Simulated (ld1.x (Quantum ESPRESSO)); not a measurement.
**An all-electron radial function and its pseudo partner (aluminium)**

Columns: radius, all-electron u(r) and pseudo u(r) of the 3p shell (level -9.17 eV) of aluminium in the configuration [Ne] 3s2 3p0; LDA (PZ), non-relativistic, ultrasoft scheme, ld1.x (Quantum ESPRESSO) 7.5.

| r (bohr) | all-electron | pseudo |
| --- | --- | --- |
| 0.130 | 0.1276 | -0.0066 |
| 0.260 | 0.2423 | -0.0261 |
| 0.390 | 0.2609 | -0.0575 |
| 0.520 | 0.2114 | -0.0991 |
| 0.650 | 0.1258 | -0.1487 |
| 0.780 | 0.0250 | -0.2040 |
| 0.910 | -0.0782 | -0.2623 |
| 1.040 | -0.1768 | -0.3211 |
| 1.170 | -0.2669 | -0.3780 |
| 1.300 | -0.3466 | -0.4310 |
| 1.430 | -0.4154 | -0.4786 |
| 1.560 | -0.4733 | -0.5196 |
| 1.690 | -0.5206 | -0.5535 |
| 1.820 | -0.5579 | -0.5802 |
| 1.950 | -0.5859 | -0.6000 |
| 2.080 | -0.6056 | -0.6135 |
| 2.210 | -0.6176 | -0.6214 |
| 2.340 | -0.6230 | -0.6243 |
| 2.470 | -0.6225 | -0.6227 |
| 2.600 | -0.6170 | -0.6170 |
| 2.730 | -0.6073 | -0.6073 |
| 2.860 | -0.5939 | -0.5939 |
| 2.990 | -0.5777 | -0.5777 |
| 3.120 | -0.5592 | -0.5592 |
| 3.250 | -0.5388 | -0.5388 |
| 3.380 | -0.5171 | -0.5171 |

Task: How many radial nodes do the two functions have?

Result: The all-electron 3p function has n − l − 1 = 1; the pseudo-wave has 0, since the states of the same l below it are removed with the core.

Task: At about which radius was the pseudo-wave matched?

Result: 2.60 bohr, where the columns begin to agree (steps of 0.13 bohr).

Task: Is the pseudo-wave norm-conserving?

Result: No, it belongs to an ultrasoft set: the norm inside the radius is not constrained, and the difference is carried by the augmentation charge.
